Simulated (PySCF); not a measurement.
Start geometry of Ag(PF3)F, `[F][Ag]<-[P](F)(F)F` from GFN2-xTB (Å):
```
atom  x, y, z in Å
Ag1   -0.017    0.020   -1.708
P2    -0.003    0.010    0.727
F3     0.129    1.333    1.579
F4     1.113   -0.783    1.516
F5    -1.212   -0.578    1.555
F6    -0.011   -0.002   -3.670
```

Problem. What comes out of this run: PySCF, PBE0-D3(BJ)/def2-SVP geometry optimisation, gas phase, def2 core potentials past Kr?

Solution. 
```
atom  x, y, z in Å
Ag1   -0.0019    0.0085   -1.5468
P2    -0.0024    0.0030    0.6974
F3     0.1255    1.3755    1.4566
F4     1.1307   -0.8057    1.4316
F5    -1.2583   -0.5803    1.4447
F6     0.0064   -0.0010   -3.4835
```

The energy falls by 0.228 eV over 5 energy and gradient evaluations, the largest force component goes from 0.0156 to 2.3e-04 Eh/bohr, and the atoms move by 0.129 Å rms after alignment. The bond that changes most is Ag1–P2 (ends: silver bonded to F and P; phosphorus bonded to Ag and 3 F), which shortens by 0.190 Å. Bonds longer at the end by more than 0.005 Å: 0 of 5; shorter: 5. Among the angles that change most is F3–P2–F4, from 95.3° to 99.5°. Rotational constants go from 4882, 744.0, 743.9 to 4622, 844.2, 843.8 MHz. The orientation of the end geometry is arbitrary; only internal coordinates are fixed.

The run used 105 basis functions and 37 SCF cycles in all. Hardware: one thread of an Arm Neoverse V1, on a shared host. Cost: 25 s wall.

Whether it is a minimum is left open (no frequencies).
